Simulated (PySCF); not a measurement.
Frontier orbitals and the lowest excitations

Species: C₅H₈OSSi.
Structure used (GFN2-xTB), in Å, numbered top down from 1:
```xyz
16
C5H8OSSi angstrom
C     -1.5393    1.3230   -0.0041
C     -1.2706    0.0229   -0.0118
C     -2.3489   -1.0094    0.0918
Si     0.4798   -0.6468   -0.1534
O      1.5350    0.4808   -0.7027
C      2.6103    0.7603    0.0764
C      2.7433    0.1662    1.2541
S      1.4985   -0.9686    1.7334
H     -0.7627    2.0652   -0.0851
H     -2.5492    1.6959    0.0778
H     -3.3311   -0.5481    0.1620
H     -2.3255   -1.6602   -0.7807
H     -2.1864   -1.6316    0.9702
H      0.5976   -1.8494   -0.9741
H      3.2943    1.4803   -0.3416
H      3.5474    0.3283    1.9438
```

Theory: PySCF 2.14.0, density-fitted response routines, TDDFT CAM-B3LYP/def2-SVPD, vertical, gas phase, core orbitals frozen in the response.

Frontier orbitals with the atoms that hold most of them (Löwdin shares over 4%, at most four atoms; ? is withheld):

```
orbital  ε (eV)                            atoms
 HOMO-3  -10.16   S8 47%, Si4 12%, O5 11%, C7 9%
 HOMO-2  -10.13    S8 34%, C7 21%, O5 14%, C6 8%
 HOMO-1   -9.12                                ?
   HOMO   -7.22   S8 37%, C7 20%, C6 19%, O5 10%
   LUMO       ?                                ?
 LUMO+1    1.04   S8 39%, Si4 13%, C3 8%, H13 7%
 LUMO+2    1.16  Si4 16%, S8 12%, C1 12%, C3 10%
```

Problem. Give the leading atoms of the HOMO-1.

Solution. C1 (bonded to C and 2 H) 34%; C2 (bonded to 2 C and Si) 32%; C3 (bonded to C and 3 H) 8%; S8 (bonded to C and Si) 7%. By element: carbon 73% or more, sulfur 7%.

Problem. Which atoms hold the LUMO, and with what shares?

Solution. C1 (bonded to C and 2 H) 24%; C2 (bonded to 2 C and Si) 24%; Si4 (bonded to C, O, S and H) 18%; S8 (bonded to C and Si) 9%. By element: carbon 48% or more, silicon 18%, sulfur 9%.

Problem. What is the LUMO energy, and the HOMO–LUMO gap?

Solution. ε(LUMO) = 0.33 eV; the gap is 7.56 eV (0.2777 hartree).

Problem. The HOMO–LUMO gap is 7.56 eV. Where does the response calculation put the lowest singlet, and from which orbitals?

Solution. S1 is at 4.64 eV (f = 0.0057), 2.92 eV below the gap, made of HOMO→LUMO (91%). 

Problem. Give energy, strength and leading configuration of S1, S2 and S6, and follow the Löwdin shares of the leading atoms from the occupied to the empty orbital.

Solution. 
- S1 (4.64 eV, f 0.0057), HOMO→LUMO (91%): S8 37% → 9%, C7 20% → at most 10%, C1 at most 10% → 24%, C2 at most 10% → 24%
- S2 (5.07 eV, f 0.0004), HOMO→LUMO+1 (76%): S8 37% → 39%, C7 20% → at most 8%, Si4 at most 10% → 13%
- S6 (6.59 eV, f 0.194), HOMO-1→LUMO (86%): C1 34% → 24%, C2 32% → 24%

One conformer stands for the species.
